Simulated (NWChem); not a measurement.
Molecule: C₄H₃NO; SMILES O=C1C=CN=C1

```xyz
9

O     -0.0692     2.0162     0.0000
C      0.0055     0.8168     0.0000
C      1.1973    -0.0745     0.0000
C      0.7034    -1.3208     0.0000
N     -0.7426    -1.3821     0.0000
C     -1.1584    -0.1794     0.0000
H      2.2330     0.2572     0.0000
H      1.2487    -2.2660     0.0000
H     -2.2167     0.1010     0.0000
```
Atoms are numbered in this order, from 1.

Structure relaxed at the PBE0/def2-SVP level.

Symmetry labels are those of Cs in the frame above (b1 and b2, or b-type labels, depend on it).

**Question.** List the 4 lowest vertical singlet excitations and the 4 lowest triplet ones from Hartree-Fock/6-31G* (spherical d), CIS (NWChem).

**Answer.** 
```csv
state,energy (eV),oscillator strength,symmetry,leading excitation (squared amplitude)
S1,3.52,0.000,a",HOMO−1 → LUMO (0.88)
S2,4.29,0.045,a',HOMO → LUMO (0.97)
S3,5.69,0.004,a",HOMO−3 → LUMO (0.76)
S4,8.20,0.493,a',HOMO−2 → LUMO (0.90)
T1,1.91,spin-forbidden,a',HOMO → LUMO (0.87)
T2,2.78,spin-forbidden,a",HOMO−1 → LUMO (0.86)
T3,3.77,spin-forbidden,a',HOMO−2 → LUMO (0.68)
T4,4.76,spin-forbidden,a",HOMO−3 → LUMO (0.68)
```
